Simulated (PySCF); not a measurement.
Field gradients at the hydrogen positions

Compound: C₃H₆ClFSi.
Geometry (GFN2-xTB, Å), atoms numbered from 1 in this order:
```xyz
12
C3H6ClFSi angstrom
F     -1.9085   -1.7232   -0.2368
Si    -1.6843   -0.1328   -0.3789
C     -0.2456    0.3152    0.7929
C      0.9999   -0.3865    0.3883
C      1.9304    0.1031   -0.4156
Cl     1.8342    1.6853   -1.1022
H     -1.3489    0.0738   -1.7765
H     -2.9345    0.4640    0.0663
H     -0.0869    1.3925    0.7713
H     -0.5080    0.0340    1.8133
H      1.1332   -1.3941    0.7555
H      2.8202   -0.4319   -0.7035
```

Level: PBE0/pcSseg-1 (PySCF, non-relativistic); Q(2H) = 0.00286 b; rigid geometry, the same for H and D, with no vibrational averaging.

Question: Rank these positions by the coupling χzz of a deuteron there, largest first.
A. H10 (methylene hydrogen)
B. H12 (vinylic hydrogen)
C. H8 (Si–H hydrogen)

Answer: B (222 kHz), A (210 kHz), C (110 kHz).

Give the electric field gradient Vzz (the principal value of largest size), its asymmetry and the 2H coupling at each hydrogen.

```tsv
atom	bonded to	bond length (Å)	Vzz (au)	η	χzz (kHz)
H7	Si2	1.452	0.1658	0.01	111
H8	Si2	1.455	0.1638	0.01	110
H9	C3	1.089	0.3100	0.04	208
H10	C3	1.090	0.3119	0.04	210
H11	C4	1.081	0.3256	0.07	219
H12	C5	1.077	0.3298	0.11	222
```

Average by the element that carries the hydrogen.

on Si: 111 kHz over 2 positions, mean bond length 1.454 Å; on C: 215 kHz over 4 positions, mean bond length 1.084 Å.

A static deuteron (I = 1) shows a doublet split by (3/2)χ, (3/4)χ(1 + η) and (3/4)χ(1 − η) with the field along z, y and x of the gradient. What are these for H9?

With |χ| = 208.3 kHz and η = 0.041: 313, 163 and 150 kHz, to first order and without motion.

Geometry: GFN2-xTB, one conformer, isolated molecule. GFN2-xTB bond lengths can be off by several hundredths of an ångström, more for odd bonds, and the gradients follow them. The basis is small and wasn't made for field gradients, so the couplings can be 20 % off.
